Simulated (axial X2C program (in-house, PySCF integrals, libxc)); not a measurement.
# Nuclear properties of GaBi

Computed with an in-house all-electron X2C program for linear molecules (integrals from PySCF): two-component X2C with atomic mean-field Coulomb and Gaunt terms, Gaussian nuclei, basis Bi dyall-cv3z, Ga dyall-cv3z with contracted cores.

R = 2.722 Å (near the PBE0 minimum at charge 0 of the determinant lowest at the starting distance; the state shown can have its own minimum elsewhere).

Input and command:
```json
{"zs": [83, 31], "q": 0, "bas": ["dyall-cv3z", "dyall-cv3z"], "r0": 2.75, "levels": ["PBE0", "HF", "BHandHLYP", "TPSSh", "LDA"], "nst": 3}
```
```bash
python soeom.py task.json out
```

Keys: zs atomic numbers; q charge; bas basis sets; r0 starting distance in Å; levels methods; nst determinants followed.

Determinant lowest in the PBE0 search, Ω = 1 (⟨Sz⟩ = 0.48, ⟨Lz⟩ = 0.52 at PBE0), spin on the atoms Bi 0.48, Ga 0.00:

| level | Eeff magnitude (GV/cm) | Ws magnitude Bi (kHz) | Ws magnitude Ga (kHz) | A∥/gI Bi (MHz) | qzz Bi (a.u.) | A∥/gI Ga (MHz) | qzz Ga (a.u.) | μ (D) |
| --- | --- | --- | --- | --- | --- | --- | --- | --- |
| PBE0 | 1.04 | 0.326 | 0.614 | -216 | -3.14 | -129 | -1.90 | 1.19 |
| HF | 3.45 | 1.99 | 1.13 | -1370 | -5.21 | -52.4 | -2.19 | 1.54 |
| BHandHLYP | 0.191 | 1.1 | 0.712 | -154 | -2.36 | -90.2 | -1.92 | 1.48 |
| TPSSh | 0.572 | 0.0582 | 0.575 | -212 | -3.08 | -147 | -1.90 | 1.07 |
| LDA | 2.1 | 1.73 | 0.552 | 136 | -2.44 | -211 | -1.69 | 1.03 |

Determinant 0.23 eV from it at PBE0 and this distance, Ω = 0 (closed shell), highest spinor 51% Bi p, 38% Ga p, 7% Ga s:

```tsv
level	qzz Bi (a.u.)	qzz Ga (a.u.)	μ (D)
PBE0	-10.63	-2.89	0.36
HF	-10.94	-2.98	0.48
BHandHLYP	-10.75	-2.94	0.53
TPSSh	-10.52	-2.89	0.28
LDA	-10.86	-2.85	0.35
```

Eeff is the effective electric field on the electron electric dipole moment in this Ω state and Ws the scalar–pseudoscalar constant of the nucleus named (defined with the proton number Z and per Ω); A∥ (defined per Ω) follows by multiplying with gI = μI/(I μN); qzz is the electric field gradient, eQq0 = 234.96 MHz × Q/barn × qzz; μ is positive if the Ga end (last atom) is positive. The operators were transformed with the bare-nucleus X2C matrices; with these basis sets, hyperfine constants and field gradients can be off by tens of per cent, and where levels differ in sign neither size nor sign is settled.

(1) With Q(69Ga) = 0.171 barn (Q from Pyykkö, Mol. Phys. 2018), turn the PBE0 values of the first state into constants in MHz.

Each state is one determinant with collinear spin, which with several unpaired electrons need not be a pure state. Unrestricted Hartree–Fock can overshoot spin polarisation at the nuclei. With several open shells hyperfine constants can be off by a factor of several. Where Eeff spreads by more than a factor of two the levels disagree and none is to be relied on. Open-shell Ω = 0 determinants with evenly filled partner blocks cannot be reached by this program, so the Ω shown need not be the lowest component. States lie within half an eV, so the first need not be the ground state. The sign of Ws at Bi differs between levels in the first state. Further determinants of the search, some of them spin-mixed, are not shown. Where a field gradient or hyperfine factor spreads by more than a factor of two over the levels, a constant derived from it is not to be relied on. PBE0 term energies can be off by some tenths of an eV.

Answers

(1) eQq0(69Ga) = 234.96 × (0.171) × (-1.90) = -76.3 MHz.
